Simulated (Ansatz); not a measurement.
Consider the substitution at a C–O bond: `[OH][Sn-]1[O]C(C(F)(F)F)=CC(C(F)(F)F)=[O+]1` + `[OH][Sn][Cl]` → `FC(F)(F)C1=CC(C(F)(F)F)=[O+][Sn-]([Cl])[O]1` + `[OH][Sn][OH]`.

Calculated with Ansatz (gas phase, PBE0-D4/def2-TZVP geometries, no zero-point term in ΔE). CCSD(T)/CBS is the MP2 limit (def2-TZVPP, def2-QZVPP) plus CCSD(T) − MP2 in def2-TZVPP, frozen cores. Functionals use def2-TZVPP. Elements past krypton have def2 core potentials. For Sn outer-core shells are correlated without core-valence functions, which leaves a few kJ/mol of doubt a bond. Each species was taken in one conformer, which may not be the lowest.

`[OH][Sn-]1[O]C(C(F)(F)F)=CC(C(F)(F)F)=[O+]1`:

Cartesian coordinates in Å:
```
O -2.302 0.099 -1.832
Sn -2.224 -1.588 -0.797
O -0.059 -1.568 -1.112
C 0.763 -0.725 -0.680
C 2.135 -0.816 -1.371
F 1.994 -0.677 -2.685
F 2.679 -2.009 -1.131
F 2.986 0.116 -0.944
C 0.587 0.212 0.330
C -0.586 0.287 1.070
C -0.654 1.276 2.247
F -0.803 0.604 3.388
F -1.696 2.088 2.101
F 0.444 2.024 2.351
O -1.637 -0.385 0.934
H -3.031 0.192 -2.448
H 1.404 0.870 0.579
```

`[OH][Sn][Cl]`:

```xyz
4

O     0.663   -0.597    0.455
Sn   -0.009    0.817   -0.747
Cl   -2.271    0.502   -0.147
H     1.616   -0.723    0.439
```

`FC(F)(F)C1=CC(C(F)(F)F)=[O+][Sn-]([Cl])[O]1`:

Cartesian coordinates in Å:
```
F -2.668 -1.379 -0.031
C -1.616 -1.968 0.534
F -1.910 -2.205 1.811
F -1.414 -3.130 -0.075
C -0.346 -1.102 0.453
C -0.448 0.183 -0.065
C 0.617 1.075 -0.056
C 0.370 2.523 -0.513
F 0.532 3.349 0.521
F -0.858 2.701 -0.995
F 1.240 2.859 -1.458
O 1.798 0.874 0.321
Sn 2.753 -1.056 0.694
Cl 2.684 -1.567 -1.628
O 0.670 -1.677 0.917
H -1.403 0.520 -0.431
```

`[OH][Sn][OH]`:

Cartesian coordinates in Å:
```
O -0.443 -0.440 1.001
Sn -0.887 0.592 -0.638
O 0.961 0.467 -1.297
H -1.157 -0.596 1.623
H 1.526 -0.023 -0.690
```

```csv
level,ΔE (eV)
LDA (SPW92),-0.14
revPBE-D4,-0.14
HF/def2-SVP,-0.12
MP2/def2-TZVPP,-0.16
```

(1) What does CCSD(T)/CBS give? (Estimate.)

Largest T1 diagnostic among the species: 0.018.

Results:

(1) Ansatz gave: -0.14 eV. The listed levels differ from it by 0.00, 0.00, 0.02, -0.02 eV.

Leaving LDA and LC-ωPBE aside and taking each functional with its dispersion term where it has one, the values, not all of them listed here, spread over 0.02 eV, from ωB97M-V to r2SCAN-D4. In def2-TZVPP, CCSD(T) changes the Hartree–Fock value by −0.03 eV (the triples alone add −0.00 eV) and MP2 by −0.06 eV.
